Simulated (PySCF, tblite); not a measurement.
C7H13OPSi.
SMILES: `C[Si](C)(C)c1oc(C)pc1`

Method used: PBE0/pcSseg-1 in PySCF (dipole) on a GFN2-xTB geometry, gas phase.

Masses are those of the commonest isotopes; rigid-rotor values at the optimised geometry. 

(1) Give the principal moments of inertia and the rotational constants in MHz.

(2) What kind of rotor is it?

(3) What does the inertial defect say?

(4) Give the other two planar moments, Paa and Pbb, and the rms extents of the mass along the axes.

(5) Give the coordinates in the principal-axis frame, origin at the centre of mass.

(6) Where do the levels up to J = 5 lie, in MHz?

(7) Predict some low-J microwave lines.

## Answers

(1) Ia = 299.55, Ib = 862.18, Ic = 992.90 u·Å²; 505379 MHz·u·Å²/I gives A = 1687, B = 586.2, C = 509.0 MHz.

(2) An asymmetric top: κ = (2 × 586.2 − 1687 − 509.0)/(1687 − 509.0) = -0.87.

(3) Not planar: Δ = Ic − Ia − Ib = -168.83 u·Å². For a rigid frame Δ = −2 Σ m c², so Σ m c² = 84.41 u·Å² lies off the ab plane: 25.67 from hydrogen and 58.75 from heavier atoms. The atom farthest from that plane is 2.37 Å away.

(4) Paa = Σ m a² = (Ib + Ic − Ia)/2 = 777.77 and Pbb = Σ m b² = (Ia + Ic − Ib)/2 = 215.13 u·Å². With the mass M = 172.05 u, the rms extents √(P/M) along a, b and c are 2.13, 1.12, 0.70 Å.

(5) The sense of each axis is arbitrary; atoms in the order of the calculation.
```
atom  mass (u)   a (Å)   b (Å)   c (Å)
  C1    12.000   3.005  -1.716  -0.004
  C2    12.000   2.060  -0.563  -0.002
  O3    15.995   0.754  -0.860  -0.002
  C4    12.000  -0.024   0.238   0.002
 Si5    27.977  -1.892  -0.066   0.002
  C6    12.000  -2.190  -1.759   0.823
  C7    12.000  -2.517  -0.072  -1.801
  C8    12.000  -2.732   1.332   0.987
  C9    12.000   0.682   1.403  -0.001
 P10    30.974   2.422   1.118  -0.003
 H11     1.008   4.022  -1.359   0.130
 H12     1.008   2.943  -2.261  -0.947
 H13     1.008   2.757  -2.409   0.800
 H14     1.008  -1.663  -2.548   0.296
 H15     1.008  -1.842  -1.766   1.852
 H16     1.008  -3.245  -2.013   0.829
 H17     1.008  -2.086  -0.892  -2.369
 H18     1.008  -2.257   0.851  -2.311
 H19     1.008  -3.597  -0.177  -1.839
 H20     1.008  -3.803   1.172   1.051
 H21     1.008  -2.572   2.298   0.518
 H22     1.008  -2.347   1.392   2.000
 H23     1.008   0.226   2.375   0.002
```

(6) Above 0(0,0):
J = 1: 1(0,1) 1095, 1(1,1) 2196, 1(1,0) 2273
J = 2: 2(0,2) 3282, 2(1,2) 4309, 2(1,1) 4541, 2(2,1) 7844, 2(2,0) 7848
J = 3: 3(0,3) 6551, 3(1,3) 7477, 3(1,2) 7939, 3(2,2) 11129, 3(2,1) 11149, 3(3,1) 16829, 3(3,0) 16830
J = 4: 4(0,4) 10893, 4(1,4) 11695, 4(1,3) 12466, 4(2,3) 15507, 4(2,2) 15565, 4(3,2) 21218, 4(3,1) 21218, 4(4,1) 29188, 4(4,0) 29188
J = 5: 5(0,5) 16294, 5(1,5) 16962, 5(1,4) 18116, 5(2,4) 20974, 5(2,3) 21107, 5(3,3) 26706, 5(3,2) 26709, 5(4,2) 34672, 5(4,1) 34672, 5(5,1) 44920, 5(5,0) 44920

(7) The dipole components are |μa| = 1.25 D, |μb| = 0.99 D, |μc| = 0.01 D. The squared components, which scale the intensities, stand as 1.00 : 0.63 : 0.00 (a : b : c). Some lines, for components of 0.1 D or more:

```csv
type,branch,"J(Ka,Kc)",MHz,lower level (cm⁻¹)
a,Q,"3(1,2) ← 3(1,3)",463,0.249
b,R,"2(0,2) ← 1(1,1)",1085,0.073
a,R,"1(0,1) ← 0(0,0)",1095,0.000
b,Q,"1(1,0) ← 1(0,1)",1178,0.037
b,Q,"2(1,1) ← 2(0,2)",1259,0.109
a,R,"2(0,2) ← 1(0,1)",2186,0.037
b,R,"1(1,1) ← 0(0,0)",2196,0.000
a,R,"2(1,1) ← 1(1,0)",2267,0.076
a,R,"3(1,3) ← 2(1,2)",3167,0.144
b,Q,"3(2,1) ← 3(1,2)",3209,0.265
b,R,"2(1,2) ← 1(0,1)",3214,0.037
a,R,"3(0,3) ← 2(0,2)",3270,0.109
a,R,"3(2,2) ← 2(2,1)",3285,0.262
a,R,"3(2,1) ← 2(2,0)",3301,0.262
b,Q,"2(2,0) ← 2(1,1)",3307,0.151
a,R,"3(1,2) ← 2(1,1)",3399,0.151
b,Q,"3(2,2) ← 3(1,3)",3653,0.249
b,R,"3(1,3) ← 2(0,2)",4195,0.109
b,R,"2(2,1) ← 1(1,0)",5570,0.076
b,R,"2(2,0) ← 1(1,1)",5652,0.073
b,Q,"3(3,0) ← 3(2,1)",5681,0.372
b,Q,"3(3,1) ← 3(2,2)",5700,0.371
b,R,"3(2,2) ← 2(1,1)",6588,0.151
b,R,"3(2,1) ← 2(1,2)",6839,0.144
b,R,"3(3,1) ← 2(2,0)",8982,0.262
```

Its lowest GFN2-xTB frequency is 10i cm⁻¹, too small to tell a flat minimum from a shallow saddle. These are rigid-rotor constants of the computed structure; measured ground-state constants (B0) also hold zero-point vibration. A rigid rotor knows nothing of internal rotation, which can split or shift real lines.

Time: 73 s; peak memory 1.1 GiB. Hardware: one thread of an Arm Neoverse V1, shared host with 32 logical CPUs at a one-minute load of 22. This is the PBE0/pcSseg-1 job that gave the dipole, with the shieldings it also computed.

Conformer computed: `[CH3:1][c:2]1[o:3][c:4]([Si:5]([CH3:6])([CH3:7])[CH3:8])[cH:9][p:10]1`: O3–C4–Si5–C6 27°.
